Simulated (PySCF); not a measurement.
[Zn(H)2], neutral singlet in the gas phase. 

Cartesian coordinates (Å):
```xyz
3

Zn     0.0000     0.0000     0.0000
H      1.5379     0.0625     0.1757
H     -1.5379    -0.0625    -0.1757
```
Charge 0, spin multiplicity 1.

All levels are single points at this geometry (BP86-D3(BJ)/def2-SVP); Pople sets use spherical d functions. Orbital energies aren't observables, and empty levels follow the basis.

| level | HOMO (eV) | LUMO (eV) | gap (eV) | dipole (D) | vertical IE, Delta-SCF (eV) |
|---|---|---|---|---|---|
| B3LYP-D3(BJ)/def2-TZVP in PySCF | -7.84 | -0.96 | 6.88 | 0.00 | – |
| TPSSh-D3(BJ)/def2-TZVP in PySCF | -7.49 | -0.94 | 6.56 | 0.00 | – |
| B3LYP/6-311+G** (LANL2DZ on Zn) in PySCF | -7.51 | -0.85 | 6.66 | 0.00 | – |
| B3LYP/LANL2DZ in PySCF | -7.53 | -0.85 | 6.68 | 0.00 | – |
| M06-2X/6-31G* (LANL2DZ on Zn) in PySCF | -8.73 | -0.27 | 8.47 | 0.00 | – |
| SVWN5/6-31G* (LANL2DZ on Zn) in PySCF | -6.62 | -1.39 | 5.23 | 0.00 | 10.32 |
| HF/3-21G in PySCF | -10.64 | 1.39 | 12.03 | 0.00 | – |
| HF/6-31G* (LANL2DZ on Zn) in PySCF | -10.68 | 1.23 | 11.90 | 0.00 | – |
| HF/STO-3G in PySCF | -1.82 | 5.90 | 7.72 | 0.00 | – |
